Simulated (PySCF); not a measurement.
Compound: CH8OP2Si.
Atom-mapped SMILES: `[CH3:1][O:2][SiH:3]([PH2:4])[PH2:5]` (hydrogens: H6, H7, H8 on C1; H9 on Si3; H10, H11 on P4; H12, H13 on P5)

Computed with core-valence-separated Tamm–Dancoff BHandHLYP/aug-pcX-1 (pcseg-1 on H, def2-SVPD on Si, def2-SVPD on P) in PySCF, non-relativistic, gas phase, PBE0-D3(BJ)/def2-SVP geometry. No empirical shift is added; at this level the pattern usually sits a few eV under experiment.

(1) List the oxygen K-edge absorption lines.

(2) Give energies, oscillator strengths and core holes at the C K edge.

Results:

(1) 
| E (eV) | f | core hole on | main final orbital |
| --- | --- | --- | --- |
| 532.64 | 0.0101 | O2 | spread |
| 533.72 | 0.0041 | O2 | LUMO (77 %) |
| 533.93 | 0.0259 | O2 | LUMO+1/LUMO+2 (2 roots, f summed) |
| 534.09 | 0.0149 | O2 | spread |
| 534.61 | 0.0029 | O2 | LUMO+5 (53 %) |
| 534.76 | 0.0003 | O2 | LUMO+6 (60 %) |

The first line with a tenth or more of the strongest one's intensity is at 532.64 eV (f = 0.010), with the hole on O2 (silyl ether oxygen). The strongest listed is at 533.93 eV (f = 0.026, sum of 2; O2).

(2) 
| E (eV) | f | core hole on | main final orbital |
| --- | --- | --- | --- |
| 286.68 | 0.0329 | C1 | spread |
| 287.13 | 0.0022 | C1 | LUMO (40 %) |
| 287.60 | 0.0345 | C1 | spread |
| 287.70 | 0.0376 | C1 | LUMO+6 (43 %) |
| 288.32 | 0.0009 | C1 | LUMO+4 (30 %) |
| 288.52 | 0.0029 | C1 | LUMO+2 (34 %) |
| 288.94 | 0.0007 | C1 | LUMO+3 (34 %) |

The first line with a tenth or more of the strongest one's intensity is at 286.68 eV (f = 0.033), with the hole on C1 (methoxy carbon). The strongest listed is at 287.70 eV (f = 0.038; C1).

Roots within 0.03 eV whose holes lie on the same, on equivalent or on shared atoms are summed into one line, and the highest roots are left out, as the search may have cut off their partners. Final orbitals are the ground state's empty Kohn–Sham orbitals.

What are the wavelength and the wavenumber of the 532.64 eV line?

λ = 12398.42 eV Å/532.64 eV = 23.277 Å; 4.2960 × 10⁶ cm⁻¹.

The ionisation thresholds weren't computed; near and above them a finite basis only mimics Rydberg series and continuum.

Shape of the structure used: `[CH3:1][O:2][SiH:3]([PH2:4])[PH2:5]`: C1–O2–Si3–P4 -58°, H–P4–Si3–O2 -178°, H–P4–Si3–O2 -84°, H–P5–Si3–O2 -47°, H–P5–Si3–O2 47°.

One conformer stands for the species.
